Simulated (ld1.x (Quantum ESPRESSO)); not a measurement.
# Plane-wave convergence, TM potential for Hf (Z = 72)

hafnium, norm-conserving Troullier–Martins (Kleinman–Bylander form), made with ld1.x (Quantum ESPRESSO) 7.5 (PBE, scalar-relativistic). Core [Kr] 4d10 4f14 5s2, reference 5p6 5d3 6s1 6p0. Waves: 6s (bound): rc 2.30 bohr; 5p (bound): rc 2.00 bohr; 5d (bound): rc 1.80 bohr. Local part: all-electron potential smoothed inside 2.05 bohr (lloc = -1). Core correction: a·sin(br)/r model core inside 1.30 bohr.

The pseudo-atom Hamiltonian at the reference potential is diagonalised in spherical Bessel functions j_l(qr) that vanish at 20 bohr, with q² up to the cutoff. All-electron valence levels (Ry): 6s -0.3482, 5p -2.5208, 6p -0.0939, 5d -0.1460.

Q: How do the lowest levels (Ry) of each channel move with the cutoff, and are there ghosts?

A:

```csv
cutoff (Ry),s #1,s #2,s #3,p #1,p #2,d #1,f #1,f #2,Σ f·Δε (mRy)
8,-1.2133,-0.3275,-0.0062,-2.1691,-0.0728,-0.0386,0.0959,0.2124,2453.0
12,-2.0476,-0.3450,-0.0072,-2.4455,-0.0895,-0.0968,0.0959,0.2124,602.6
15,-2.2220,-0.3466,-0.0073,-2.5063,-0.0954,-0.1183,0.0959,0.2124,171.7
21,-2.3313,-0.3470,-0.0073,-2.5194,-0.0980,-0.1425,0.0959,0.2124,20.6
25,-2.3346,-0.3474,-0.0074,-2.5195,-0.0984,-0.1449,0.0959,0.2124,11.9
35,-2.3360,-0.3479,-0.0075,-2.5206,-0.0985,-0.1460,0.0959,0.2124,1.9
40,-2.3370,-0.3480,-0.0075,-2.5207,-0.0985,-0.1460,0.0959,0.2124,0.8
50,-2.3380,-0.3481,-0.0075,-2.5208,-0.0985,-0.1460,0.0959,0.2124,0.1
400,-2.3382,-0.3482,-0.0075,-2.5208,-0.0985,-0.1460,0.0959,0.2124,0.0
```

Result: ghost state, extra bound levels that the all-electron valence spectrum of the same l lacks: s at -31.8 eV (a true bound ghost makes a file unfit for plane-wave use); 10 mRy is reached at 30 Ry and 1 mRy at 40 Ry.

Its largest configuration-test error is -442 meV.
